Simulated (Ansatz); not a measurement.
Species: CH5FNSi (charge 0, doublet). It need not be the lowest isomer of its formula. 
Coordinates optimised at B3LYP-D3(BJ)/def2-TZVP (Ansatz, a program for electronic structure):
```xyz
9

Si    -0.1072     0.1274    -0.3024
C      0.9974    -1.3624    -0.1829
F      0.6389     1.3711     0.4013
N     -1.6467    -0.2574     0.3919
H     -0.3849     0.5315    -1.6983
H      0.5443    -2.2123    -0.6952
H      1.9635    -1.1498    -0.6447
H      1.1681    -1.6399     0.8586
H     -1.9976     0.3230     1.1546
```
Charge 0, spin multiplicity 2.

Wanted: atomisation energy (electronic, to ground-state atoms); the coupled-cluster value holds the core correlation from cc-pwCVTZ, in eV. Cores are frozen in the correlated levels unless marked. Open shells are spin-unrestricted. Spin-orbit coupling is left out. No relativistic terms. CBS marks a two-point X^-3 extrapolation of the correlation energy; Hartree-Fock from the larger set. [CCSD(T)-MP2]/basis is that difference in the basis named.

Level to compare with: RI-MP2/CBS(cc-pV(T+d)Z,cc-pV(Q+d)Z)+[CCSD(T)-MP2]/cc-pV(T+d)Z plus the core term (Ansatz), 33.47 eV. It is a level with limits of its own, and the differences hold the functionals' basis error too.

Problem. Rank these functionals by how close they come to RI-MP2/CBS(cc-pV(T+d)Z,cc-pV(Q+d)Z)+[CCSD(T)-MP2]/cc-pV(T+d)Z, closest first: r2SCAN/def2-TZVPD (Ansatz); B3LYP/def2-TZVPD (Ansatz); B97M-V/def2-TZVPD (Ansatz).

Solution. B97M-V/def2-TZVPD (meta-GGA with VV10, 33.45 eV, difference -0.02), r2SCAN/def2-TZVPD (meta-GGA, 33.39 eV, difference -0.08), B3LYP/def2-TZVPD (global hybrid, 33.19 eV, difference -0.28)
